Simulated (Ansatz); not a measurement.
Isolated molecules relaxed with PBE0-D4/def2-TZVP in Ansatz; ΔE leaves out vibrations. CBS: MP2 limit from def2 TZ/QZ plus the TZ coupled-cluster correction, frozen cores. This one scheme is used for every species. Functionals use def2-TZVPP. HSE06 is defined as in plane-wave codes. def2 core potentials past Kr. For W outer-core shells are correlated without core-valence functions, which leaves a few kJ/mol of doubt a bond. One conformer a species, not always the lowest.

Consider the ligand exchange at a W–F bond: `C[O][W](=[NH])(=[NH])[F]` + CH₃OH → `C[O][W](=[NH])(=[NH])[O]C` + H–F.

`C[O][W](=[NH])(=[NH])[F]`:

Cartesian coordinates in Å:
```
C 0.441 0.946 -1.699
O 0.539 -0.225 -0.930
W -0.265 -0.913 0.612
N 0.964 -1.133 1.831
N -1.462 0.250 1.135
F -1.117 -2.557 0.293
H 1.304 1.589 -1.501
H -0.478 1.493 -1.468
H 0.442 0.672 -2.757
H 1.493 -1.012 2.679
H -1.861 0.889 1.805
```

CH₃OH:

Cartesian coordinates in Å:
```
C -0.208 -0.287 0.039
O 0.511 0.858 0.437
H -0.672 -0.700 0.935
H 0.441 -1.058 -0.395
H -1.003 -0.052 -0.679
H 0.931 1.239 -0.337
```

`C[O][W](=[NH])(=[NH])[O]C`:

```xyz
15

C    -1.860   -0.587   -2.139
O    -1.021   -0.813   -1.038
W     0.384    0.120   -0.201
N     0.621    1.632   -1.058
N     1.828   -0.876   -0.224
O    -0.041    0.491    1.596
C     0.513    0.171    2.844
H    -2.890   -0.820   -1.855
H    -1.809    0.454   -2.472
H    -1.570   -1.242   -2.966
H     1.122    2.348   -1.557
H     2.762   -1.151   -0.478
H     1.262   -0.622    2.756
H     0.983    1.059    3.278
H    -0.285   -0.164    3.513
```

H–F:

```xyz
2

F     0.162   -0.039    0.429
H    -0.162    0.039   -0.429
```

| level | ΔE (kcal/mol) |
| --- | --- |
| r2SCANh-D4 | 6.8 |
| BHLYP-D4 | 5.7 |
| HSE06 | 7.2 |
| SCS-MP2/def2-QZVPP | 4.5 |

Task: What does CCSD(T)/CBS give? (An estimate is asked.)

Result: Computed: +4.2 kcal/mol. The listed levels differ from it by 2.6, 1.5, 3.0, 0.3 kcal/mol.

Largest T1 diagnostic among the species: 0.019.

Leaving LDA and LC-ωPBE aside and taking each functional with its dispersion term where it has one, the values, not all of them listed here, spread over 2.8 kcal/mol, from PBE-QIDH to B97M-V. LDA lies −2.6 kcal/mol from PBE without D4. In def2-TZVPP, CCSD(T) changes the Hartree–Fock value by −4.3 kcal/mol (the triples alone add −0.8 kcal/mol) and MP2 by −5.6 kcal/mol.

CCSD(T)/CBS has its own doubt, a few kJ/mol and more with outer-core shells, so smaller differences from it don't rank the levels.
